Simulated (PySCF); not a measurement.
## Cl⁺ (chlorine, charge +1) across methods

[Ne] 3s1 3p5, high-spin 3P determinant (an excited configuration). Computed with PySCF 2.14 in aug-cc-pwCVDZ (6s5p3d, 36 functions), with no relativity, point nucleus.

| method | E (hartree) | mean ε 3s α (eV) | mean ε 3p α (eV) | mean ε 3p β (eV) | Σ⟨r²⟩ (bohr²) | ⟨S²⟩ |
| --- | --- | --- | --- | --- | --- | --- |
| PBEsol | -458.3375 | -33.582 | -20.887 | -18.715 | 21.33 | 2.002 |
| PBE0 | -459.0445 | -36.658 | -22.741 | -19.945 | 21.33 | 2.003 |
| M06-L | -459.1904 | -35.116 | -21.528 | -18.846 | 21.28 | 2.006 |
| wB97M-V | -459.1655 | -38.923 | -24.864 | -22.383 | 21.43 | 2.002 |
| LDA | -457.7116 | -33.564 | -20.961 | -18.880 | 21.35 | 2.002 |
| PW91 | -459.1982 | -33.714 | -20.984 | -18.848 | 21.28 | 2.002 |
| r2SCAN | -459.1699 | -35.023 | -21.587 | -18.914 | 21.36 | 2.005 |
| UHF | -458.51396 | -44.798 | -27.355 | -22.037 | 21.68 | 2.012 |

(1) Estimate the same row for PBE.

Answers

(1) E (hartree) = -459.0243; mean ε 3s α (eV) = -33.686; mean ε 3p α (eV) = -20.946; mean ε 3p β (eV) = -18.796; Σ⟨r²⟩ (bohr²) = 21.31; ⟨S²⟩ = 2.002.
